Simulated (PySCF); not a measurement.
Mapped SMILES: `[CH3:1][c:2]1[cH:3][cH:4][cH:5][n:6]1[CH3:7]`. Hydrogens are named by the atom that carries them.

- PBE0-D3(BJ)/def2-SVP geometry
- shielding tensors at B3LYP/pcSseg-1 (GIAO)
- run in PySCF
- equivalent nuclei averaged, non-relativistic, single conformer, isolated molecule

References, each an isolated molecule treated in the same way: ¹³C (σref 179.24), ¹H (σref 31.38) against TMS; ¹⁵N (σref 263.54) vs NH3.

```
atoms  nucleus  count  δ (ppm)
   C1      ¹³C      1     13.8
H(C7)       ¹H      3        ?
   C3      ¹³C      1    114.2
   C5      ¹³C      1    124.7
   C4      ¹³C      1    112.4
H(C3)       ¹H      1        ?
   C7      ¹³C      1     34.6
   N6      ¹⁵N      1    179.5
H(C4)       ¹H      1     5.95
   C2      ¹³C      1    131.3
H(C5)       ¹H      1        ?
H(C1)       ¹H      3        ?
```

Complete the table.

Results:


- H(C5): 6.29 ppm, hydrogen on an aromatic CH next to a ring nitrogen; the ring current deshields protons in the ring plane
- H(C3): 5.95 ppm, hydrogen on an aromatic CH
- H(C7): 3.36 ppm, hydrogen on a methyl carbon bonded to N; its carbon carries N, which withdraws density
- H(C1): 2.19 ppm, hydrogen on a methyl carbon on an aromatic ring; benzylic-type position, deshielded by the ring

Shifts are as computed. Against solution values, carbons near 30 ppm lie about +2 ppm off and those near 130 ppm about +6 ppm. Of 1211 compounds with measured shifts, 218 miss one by over three times the rms of a fit or turn the order of signals round; such compounds aren't used in these exercises. Experimental scales use liquid or dissolved standards, which lie at an offset from isolated NH3 (liquid NH3: subtract about 20 ppm). Unscaled 15N shifts of sp2 nitrogen come out 20 to 40 ppm too high even then.
